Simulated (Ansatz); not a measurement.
An input meant for ZrClF₃ (charge 0, singlet; atoms displaced at random, 0.08 Å in each coordinate).

```yaml
crystal:
  periodic: [false, false, false]
  atoms:
    - {symbol: Zr, position_ang: [0.023185, -0.325433, -0.351441]}
    - {symbol: Cl, position_ang: [-0.335211, 0.050204, 4.440061]}
    - {symbol: F, position_ang: [3.231240, 0.020900, -1.366878]}
    - {symbol: F, position_ang: [-1.721220, 2.861175, -1.290297]}
    - {symbol: F, position_ang: [-1.518241, -3.104464, -1.228870]}
basis:
  gaussian: {orbitals: def2-SVP}
hamiltonian: {xc: {name: BLYP}, dispersion: d3bjatm}
scf: {omitted_lower_state_checks: [starts]}
```

```sh
$ ansatz run in.yaml --threads 4 --pin off --events-out ev --progress --plain --max-ram 3916MiB
```

Output, abridged:

```
Functional definition: BLYP
  name "BLYP"
  cite "Becke, Phys. Rev. A 38, 3098 (1988) doi:10.1103/PhysRevA.38.3098"
  cite "Lee, Yang & Parr, Phys. Rev. B 37, 785 (1988) doi:10.1103/PhysRevB.37.785"
  parameter beta = 0.0042
  parameter a = 0.04918
  parameter b = 0.132
  parameter c = 0.2533
  parameter d = 0.349
  exchange = b88_x(beta = beta)
  correlation = lyp_c(a = a, b = b, c = c, d = d)
these checks for a lower state are left out or cut short: starts
917 factors; their error is unknown
mean field evaluation 1: about -21890.5579 eV, gradient 9.6e1 eV
mean field evaluation 2: about -20178.0201 eV, gradient 4.1e2 eV
mean field evaluation 4: about -21186.8775 eV, gradient 3.0e2 eV
mean field evaluation 8: about -21921.0225 eV, gradient 6.4e1 eV
mean field evaluation 16: about -21930.0965 eV, gradient 3.0e-3 eV
mean field -21930.09652753 eV, -805.9161826334 hartree, gradient 3.1e-6 eV, S^2 0.000000; 0 other end points of the search recorded, 0 dependent functions left out
reference -21930.09702986 eV, -805.9162010935 hartree; 28, 28 occupied and 63, 63 virtual orbitals, 917 factors
Total energy: -21930.26589763 eV, -805.9224068699 hartree
Checks for a lower state left out: starts
```

In this input the coordinates are in bohr but typed as ångström. Self-consistency was reached. The result belongs to that input, not to the species as meant.

In the def2 sets Zr takes a core potential; there is no spin–orbit coupling.
